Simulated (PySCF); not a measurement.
Computed shifts of a molecule H8N2OSi2, PBE0/pcSseg-1 (PySCF), GIAO, gas phase, atoms alike by connectivity averaged where their shifts nearly agree, in ppm (number of nuclei): ¹⁵N: 43.9 (1), -2.4 (1). ²⁹Si: -17.1 (1), -48.9 (1). ¹H: 5.34 (1), 5.13 (2), 1.99 (1), 1.92 (1), 1.32 (1), 0.09 (2). References: ¹⁵N against NH3 (σ = 267.4 ppm); ²⁹Si against TMS (σ = 352.7 ppm); ¹⁷O against H2O (σ = 334.2 ppm); ¹H against TMS (σ = 31.56 ppm), references at their B3LYP-D3(BJ)/def2-TZVP geometries, non-relativistic. Geometry optimised at PBE-D3(BJ)/def2-SVP. The values are those of a single conformer.

Problem. Pick the molecule that these values belong to.
A. N[SiH2]O[SiH2]N
B. N[SiH2][Si@@H](N)O
C. N[Si](N)(O)[SiH3]
D. N[Si@@H](O)N[SiH3]

Solution. B, N[SiH2][Si@@H](N)O
